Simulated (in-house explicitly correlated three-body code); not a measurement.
Computed with an exponentially correlated three-body code. Model: two electrons around a point charge, non-relativistic, variational in 260 exponentially correlated functions (energies converged to about 1e-7 hartree, or 1e-8 relative for large Z).

For two electrons in a singlet the Kohn-Sham orbital is the square root of half the density, so the exact Kohn-Sham potential and energy parts follow from the density alone, and exchange is minus half the Hartree energy. The Kohn-Sham level equals minus the binding energy of the second electron.

Command:
```bash
python run_hyl.py task.json out
```
Settings (lengths in bohr, energies in hartree):
```
Z                      1.5
interaction_strength   1
functions              260
states_tried           13
```

Time taken, with all properties: 35 s on 1 thread of Intel(R) Xeon(R) Platinum 8375C CPU @ 2.90GHz (Ice Lake) (shared host).

**Converged states only, values per electron or pair.**

Given: nuclear charge 1.5.

| term | mean r (bohr) | mean r squared (bohr²) | mean inverse r (1/bohr) | mean r12 (bohr) | mean inverse r12 (1/bohr) | mean cosine | mean p1 dot p2 (bohr⁻²) | delta r1 (bohr⁻³) | delta r12 (bohr⁻³) |
| --- | --- | --- | --- | --- | --- | --- | --- | --- | --- |
| 1 1S | 1.3565 | 2.6014 | 1.1885 | 2.1106 | 0.63503 | -0.082969 | 0.095557 | 0.68211 | 0.028886 |
| 2 3S | 4.1232 | 31.815 | 0.84004 | 7.3509 | 0.16486 | -0.015837 | 0.0028761 | 0.54643 | - |
| 2 1S | 5.0991 | 50.07 | 0.82374 | 9.275 | 0.13839 | -0.011758 | 0.0037995 | 0.54392 | 0.0013403 |
| 2 3P | 5.1633 | 53.51 | 0.81682 | 9.41 | 0.13476 | -0.017773 | -0.0097573 | 0.53468 | - |
| 2 1P | 5.5159 | 60.968 | 0.81209 | 10.099 | 0.12383 | -0.0079943 | 0.0063783 | 0.53711 | 4.5767e-05 |
| 3 3S | ? | ? | ? | ? | ? | ? | ? | ? | - |
| 3 1S | 11.853 | 293.58 | 0.78088 | 22.736 | 0.059474 | -0.0031671 | 0.00097684 | 0.53888 | 0.00034856 |
| 3 3P | 12.483 | 332.79 | 0.77915 | 24 | 0.058626 | -0.0052579 | -0.003099 | 0.53636 | - |
| 3 1P | 13.03 | 362.17 | 0.77761 | 25.088 | 0.055107 | -0.0022317 | 0.0021166 | 0.53715 | 1.5712e-05 |
| 4 3S | 19.452 | 810.41 | 0.76855 | 37.923 | 0.035856 | -0.0014014 | 0.00024517 | 0.53791 | - |
| 4 1S | ? | ? | ? | ? | ? | ? | ? | ? | ? |
| 4 3P | 22.808 | 1131.4 | 0.76621 | 44.634 | 0.032561 | -0.0021984 | -0.0013226 | 0.53682 | - |
| 4 1P | 23.542 | 1204.7 | 0.76555 | 46.099 | 0.031048 | -0.0009238 | 0.00092379 | 0.53714 | 6.9501e-06 |

Task: What belongs in the row 3 3S?

Result: mean r (bohr): 10.288; mean r squared (bohr²): 219.33; mean inverse r (1/bohr): 0.78507; mean r12 (bohr): 19.613; mean inverse r12 (1/bohr): 0.066745; mean cosine: -0.0037228; mean p1 dot p2 (bohr⁻²): 0.00065667; delta r1 (bohr⁻³): 0.53926.

Task: What belongs in the row 4 1S?

Result: mean r (bohr): 21.607; mean r squared (bohr²): 1003.2; mean inverse r (1/bohr): 0.76691; mean r12 (bohr): 42.23; mean inverse r12 (1/bohr): 0.032902; mean cosine: -0.0012673; mean p1 dot p2 (bohr⁻²): 0.00038509; delta r1 (bohr⁻³): 0.53784; delta r12 (bohr⁻³): 0.00013831.

**Electric-dipole lines between converged S and P states, rate of the upper state's decay.**

```csv
s state,p state,p minus s (eV),oscillator strength from s,rate (1/s)
1 1S,2 1P,8.4097,0.1221,1.249e+08
1 1S,3 1P,8.8821,0.035599,4.0622e+07
1 1S,4 1P,9.0472,0.014895,1.7634e+07
2 1S,2 1P,0.27733,0.60467,672660
2 1S,3 1P,0.74973,0.046585,378740
2 1S,4 1P,0.91478,0.019912,241010
3 1S,2 1P,-0.39857,-0.24044,1.6573e+06
3 1S,3 1P,0.073829,0.98276,77480
3 1S,4 1P,0.23888,0.032402,26745
4 1S,2 1P,-0.60764,-0.035502,568780
4 1S,3 1P,?,?,?
4 1S,4 1P,0.029817,1.3332,17144
2 3S,2 3P,0.53808,0.78771,3.2988e+06
2 3S,3 3P,1.0401,0.00037797,5914.2
2 3S,4 3P,1.2135,0.001442,30712
3 3S,2 3P,-0.37087,-0.36095,2.1542e+06
3 3S,3 3P,0.13115,1.2697,315890
3 3S,4 3P,0.30453,0.0023526,3155.7
4 3S,2 3P,?,?,?
4 3S,3 3P,-0.12247,-0.72621,472680
4 3S,4 3P,0.0509,1.7091,64046
```

Task: What belongs in the row 4 1S 3 1P?

Result: p minus s (eV): -0.13524; oscillator strength from s: -0.49227; rate (1/s): 390680.

Task: What belongs in the row 4 3S 2 3P?

Result: p minus s (eV): -0.62449; oscillator strength from s: -0.037769; rate (1/s): 639150.

**Exact Kohn-Sham parts of the ground state from its density.**

Computed: total energy -1.46527905 hartree; Kohn-Sham kinetic 1.4316 hartree; Hartree energy 1.4193 hartree; exchange energy -0.70963 hartree; DFT correlation energy -0.040972 hartree; kinetic part of the DFT correlation energy 0.033632 hartree; exact minus restricted Hartree-Fock -0.040777 hartree; Kohn-Sham level -9.2595 eV; dipole polarisability 6.8035 bohr³; C6 of two such species 15.181 hartree·bohr⁶.

Task: What is the restricted Hartree-Fock level?

Result: -9.6932 eV.

Task: What is the potential part of the DFT correlation energy?

Result: -0.074604 hartree.

**Functionals on the exact density and self-consistent, errors are functional minus exact, hybrids only self-consistent, a dash where a self-consistent run leaves the top level unbound.**

```tsv
result	exchange error (millihartree)	correlation error (millihartree)	functional driven error (millihartree)	density driven error (millihartree)	self consistent total error (millihartree)	top level plus exact binding (eV)
M06-L	-9.3547	4.9929	-4.3618	-2.2992	-6.661	5.1817
PBE	3.5281	2.3178	5.8458	-0.76276	5.0831	5.6022
TPSS	?	?	?	?	?	?
LDA PW92	95.62	-55.463	40.157	-1.3056	38.851	5.6275
RPBE	-8.9705	2.3178	-6.6527	-0.91677	-7.5695	5.5764
LDA VWN5	95.62	-55.667	39.953	-1.2907	38.662	5.6264
AM05	72.402	-42.853	29.549	-0.91511	28.634	5.7499
r2SCAN	-6.0848	5.5048	-0.58	-0.19391	-0.77391	5.1849
OLYP	-4.1265	1.4632	-2.6633	-1.2373	-3.9007	5.645
BLYP	-4.3731	1.4632	-2.91	-1.1148	-4.0247	5.551
revTPSS	-5.164	-2.3127	-7.4767	-0.14661	-7.6233	5.2113
PBEsol	36.19	-7.122	29.068	-0.80157	28.267	5.7289
SCAN	-6.0848	5.5048	-0.58	-0.19391	-0.77391	5.1849
PBE0	-	-	-	-	4.7871	3.9757
PW91	1.3431	-0.44091	0.90221	-0.80833	0.093886	5.5372
BP86	-4.3731	-1.9884	-6.3615	-0.57606	-6.9376	5.4705
HSE06	-	-	-	-	?	?
wB97X	-	-	-	-	-2.3471	1.2257
r2SCAN0	-	-	-	-	0.90333	3.6768
B3LYP VWN-RPA	-	-	-	-	-12.1	4.1172
```

Task: What belongs in the row TPSS?

Result: exchange error (millihartree): -5.8694; correlation error (millihartree): 1.0703; functional driven error (millihartree): -4.799; density driven error (millihartree): -0.2437; self consistent total error (millihartree): -5.0427; top level plus exact binding (eV): 5.3401.

Task: What belongs in the row HSE06?

Result: self consistent total error (millihartree): 3.9482; top level plus exact binding (eV): 4.3791.

The density-driven part is never positive, since each functional's own density lowers its energy. Here it is small beside the functional-driven part (median ratio 0.13), the normal case. The correlation energy of density-functional theory lies 0.2 millihartree below exact minus Hartree-Fock, because the Hartree-Fock density, unlike the exact one, minimises the Hartree-Fock energy.
